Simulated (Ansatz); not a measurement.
```xyz
9

O    -2.532    0.425    0.441
Ga   -1.097    0.772   -0.580
B     0.797    0.400    0.214
B     1.587   -1.039    0.000
F     1.478   -2.081    0.819
H    -2.334    0.057    1.304
H    -1.503    1.338   -1.980
H     1.328    1.326    0.761
H     2.277   -1.198   -0.980
```

The species carries charge 0 and has multiplicity 1.

Question: List the PBE0/def2-TZVPP orbital energies in eV (Ansatz). (Estimate.)

Answer: Computed: Occupied: -10147.13, -1253.00, -1109.18, -1109.07, -1109.07, -674.40, -522.26, -185.90, -185.22, -151.29, -104.31, -104.03, -104.01, -34.00, -27.25, -23.36, -23.30, -23.25, -23.15, -22.97, -16.12, -14.62, -13.68, -13.39, -13.08, -11.70, -10.97, -9.43, -9.03, -8.77, -7.58. Lowest empty: -2.77, -1.43, -0.54, 0.68, 1.46, 1.91, 2.44, 2.68.
